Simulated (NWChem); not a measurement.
Atomisation of F2Mg

```xyz
3

Mg     0.0000     0.0000     0.0000
F      0.0000     0.0000     1.7682
F      0.0000     0.0000    -1.7682
```
Charge 0, spin multiplicity 1.

Everything below was run with NWChem. All single points use one geometry, from PBE/def2-SVP, a minimum by its harmonic frequencies.

Basis set: def2-TZVP. The atomisation energy is electronic alone: no zero-point, thermal, spin-orbit or counterpoise terms. No value is extrapolated to the basis-set limit. Free atoms are single determinants with multiplicities Mg 1, F 2. Correlated methods freeze the same cores in atoms and molecule, 7 orbitals in all.

B3LYP has NWChem's definition, with VWN1-RPA local correlation. The structure started from a generated list of species. No SCF solution was tested for a lower state. Open-shell Hartree-Fock references start from PBE0 orbitals.

### Question
Order these methods by the atomisation energy they give, lowest first: PBE0, r2SCAN, MP2, B3LYP, BLYP, HF.

### Answer
HF (172.9 kcal/mol), PBE0 (235.0 kcal/mol), B3LYP (237.6 kcal/mol), BLYP (243.1 kcal/mol), r2SCAN (245.2 kcal/mol), MP2 (256.1 kcal/mol)
